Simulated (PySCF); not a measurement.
H₇FO₂Si₃, SMILES O([SiH3])[SiH2]O[SiH2]F at its PBE0/def2-SVP optimised geometry (Å):

```
13

Si     1.3492     0.1439     0.7127
O     -0.0830    -0.3158     0.0000
Si    -1.7267    -0.3158     0.0000
O     -2.3013    -1.0700     1.3645
Si    -1.9036    -1.7332     2.8099
F     -0.4515    -1.1493     3.2528
H      2.2443     0.6766    -0.3547
H      1.9933    -1.0373     1.3509
H      1.1094     1.2102     1.7294
H     -2.2443     1.0794     0.0000
H     -2.1972    -1.0794    -1.1822
H     -1.7717    -3.2069     2.6959
H     -2.8910    -1.3191     3.8354
```

Level of theory: PySCF with PBE0/def2-TZVP. Cells within 0.4 Å of a nucleus heavier than hydrogen are left out (blank, or x).

Map of the electrostatic potential (hartree/e), clipped to [-0.08, 0.12] on the plane z = 0.6 Å:

```
|1111111111111111111111100011111|
|1111111111111111111111100011111|
|1111111111111111111111000011111|
|1111111111111111111111100111111|
|1111111111111111111111111111111|
|1111111111111111111111111111111|
|1111111111111111111111111111111|
|1111111111111111111111111111111|
|1111111111111111122221111111111|
|1111112332111112234443221111111|
|1111124664322223479998532111111|
|1111126997543334899999974211111|
|1111236999996446999999996321111|
|1111248999999669999999999421111|
|1112369999999999999xx9999521111|
|1112499999999999999xx9999421111|
|1112499999999999999999998421111|
|1112499999999999999999995211111|
|0001279999999999999999973211111|
|0000159999999632358999742110000|
|0000026999997310123444421100000|
|0000001355654210011122211000000|
|0000000122333211001111110000000|
|1000000011222211000000000000000|
|1100000111122111100000000000000|
|1111111111111111100000000000000|
|1111111111111111110000000000000|
|1111111111111111110000000000000|
|1111111111111111110000000000000|
|1111111111111111111000000000000|
|1111111111111111111000000000000|
```
Scale: ten equal steps from -0.014 (start of '0') to 0.120 (end of '9'), in the order '0123456789'; x runs from -4.50 to 4.50, y from -4.50 (bottom) to 4.50 (top).
